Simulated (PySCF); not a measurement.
Hf(Me)3(H) (C3H10Hf), SMILES [HfH]([CH3])([CH3])[CH3], multiplicity 1.

Geometry: PBE0-D3(BJ)/def2-SVP. The multiplicity is an assumed one; other spin states were not compared. The def2 effective core potentials stand for the cores of Hf; spin–orbit coupling is left out.

Level of theory: PBE/def2-TZVP run with PySCF.

Gas-phase values at a fixed geometry.

The total energy comes out as -168.20922 hartree. The point group comes out as C3v and the highest occupied level is -6.25 eV. The lowest empty level is -1.66 eV. The orbital gap is 4.59 eV. The dipole moment is 0.99 D. The quadrupole, principal values (traceless, Buckingham form, about the centre of nuclear charge) is -2.70, 1.35, 1.35 D·Å, the mean static polarisability is 87.9 bohr³ (13.03 Å³) and the polarisability, principal values comes out as 78.0, 92.9, 92.9 bohr³.
